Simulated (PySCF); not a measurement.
# Isomers of C8H10: computed energies against enthalpies of formation

**The experiment to reproduce.**

From CRC Handbook of Chemistry and Physics, for the gas at 298.15 K: enthalpy of formation of `Cc1cccc(C)c1` (m-xylene) 17.3 kJ/mol; enthalpy of formation of `CCc1ccccc1` (ethylbenzene) 29.9 kJ/mol.

The runs below try to reproduce these values; the comparison stands at the end.

Differences of these values give the isomerisation enthalpies. Geometries: PBE0-D3(BJ)/def2-TZVP; runs in PySCF, gas phase, with a dispersion term only where the level names one. Total electronic energies (Eh):

```json
{"SMILES": "Cc1cccc(C)c1", "PBE0-D3(BJ)/def2-TZVP": "-310.62416", "PBE0/pcSseg-2": "-310.61073"}
{"SMILES": "CCc1ccccc1", "PBE0-D3(BJ)/def2-TZVP": "-310.62006", "PBE0/pcSseg-2": "-310.60658"}
```

Zero-point and thermal terms are left out, so the computed numbers are electronic energies.

## Comparison

Relative to `Cc1cccc(C)c1`, the lowest by measurement, in kJ/mol (measured: enthalpies at 298.15 K; computed: electronic energies):

```
      SMILES  measured  PBE0-D3(BJ)/def2-TZVP  PBE0/pcSseg-2
Cc1cccc(C)c1       0.0                    0.0            0.0
  CCc1ccccc1      12.6                   10.8           10.9
```

Measured values: 17.3 kJ/mol (298.15 K; CRC Handbook of Chemistry and Physics) for the first row; the others come from the same table. Unsigned miss: PBE0/pcSseg-2 1.7, PBE0-D3(BJ)/def2-TZVP 1.8 kJ/mol. Where a level misses, the cause wasn't examined.
